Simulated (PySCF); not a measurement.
**The As–H bond energy of AsH₃**

Level of theory: PySCF, B3LYP, basis As def2-TZVP, H def2-TZVP (no relativity, density fitting).

Each entry is the lowest minimum that a search over a few typed start shapes (and spin states, where more than one is plausible) found, or that minimum re-optimised at the stated level; isomers with ligand–ligand bonds, or fragments after loss of a ligand pair, can lie lower.

Total energies (Eh), which compare only within these settings: H atom -0.50218.

```json
{"species": "AsH₂", "2S+1": "2", "group": "C2v", "E (Eh)": "-2237.08337", "ZPE (kJ/mol)": "31.9"}
{"species": "AsH₃", "2S+1": "1", "group": "C3v", "E (Eh)": "-2237.71047", "ZPE (kJ/mol)": "57.0"}
```

Task: What are De and D0 for AsH₃ → AsH₂ + H?

Result: De = [(-2237.08337) + (-0.50218) − (-2237.71047)] × 2625.5 = 328 kJ/mol. The zero-point energy changes by -25.1 kJ/mol, so D0 = 303 kJ/mol.

Atoms and open shells are unrestricted, without spin–orbit or basis-set superposition corrections.
